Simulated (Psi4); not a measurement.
I$_{4}$Ta (SMILES [I][Ta+]([I])([I])[I]), charge +1, singlet, geometry from GFN2-xTB (such geometries of metal compounds can be far from the true shape) (the multiplicity is a formal guess) (core potentials on I, Ta).

Input for Psi4:
```
memory 2 GB

molecule mol {
1 1
Ta   -0.000000    0.000000    0.000000
I     2.110035   -0.609754   -1.508469
I     0.788694    0.387424    2.515430
I    -1.140795    2.222968   -0.925489
I    -1.757935   -2.000638   -0.081473
}

set {
  basis def2-svp
  reference rks
}

energy('pbe0')
print_variables()
```

### Question
Give the total energy at the level PBE0/def2-SVP (Psi4).

### Answer
-1247.7961 Eh

### Question
What is the computed number of basis functions (PBE0/def2-SVP)?

### Answer
136

### Question
Estimate the nuclear repulsion energy that PBE0/def2-SVP returns for this input.

### Answer
714.2562 Eh
